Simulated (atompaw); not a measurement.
# Before and after: PAW (atompaw) potential for scandium

atompaw 4.2.0.5 input, output lines left out:

```
Sc 21
GGA-PBESOL scalarrelativistic loggrid 1500 logderivrange -6 5 276
4 4 3 0 0 0
4 0 1.75
4 1 0.25
3 2 1
0 0 0
c
c
v
v
c
v
v
v
2
2.55 2.50 2.55 1.70
n
n
y
2.25
n
custom rrkj gramschmidtortho besselshape
3 1 ultrasoft
1.60
1.70
1.20
1.85
2.55
2.55
```

Change: all radii scaled by about 1.07 (s 1.70, p 1.28, d 2.72 bohr); local potential ultrasoft scheme with l = 3 at 1 Ry, radius 2.72 bohr; augmentation besselshape compensation charge, radius 2.68 bohr; PAW radius 2.72 bohr; waves and projectors: custom rrkj gramschmidtortho; core correction smooth core density matched at 1.82 bohr.

Cutoffs: the cutoffs (Ry, on a coarse ladder) from which the occupation-weighted sum of valence levels, in a spherical-Bessel basis at the reference potential, stays within 10 and 1 mRy of its value at 400 Ry; they do not see the model core or the augmentation charge, which bear on the density cutoff.

Q: What does the change do?

A: The potential gets softer (50 Ry and 90 Ry → 45 Ry and 80 Ry); neither file shows a bound ghost. A larger radius leaves more room for a smooth pseudo-wave, so fewer plane waves are needed.

```csv
quantity,base,changed
"cutoff, loose",50 Ry,45 Ry
"cutoff, tight",90 Ry,80 Ry
loose cutoff by channel (10 mRy a level),"s 15 Ry, p 40 Ry, d 12 Ry","s 18 Ry, p 35 Ry, d 10 Ry"
bound ghosts,none,none
lowest overlap eigenvalue by channel,"s 0.12, p 0.12, d 0.89","s 0.10, p 0.05, d 0.87"
```

 The cutoffs see the waves, projectors and local potential, not the compensation charge or the core.
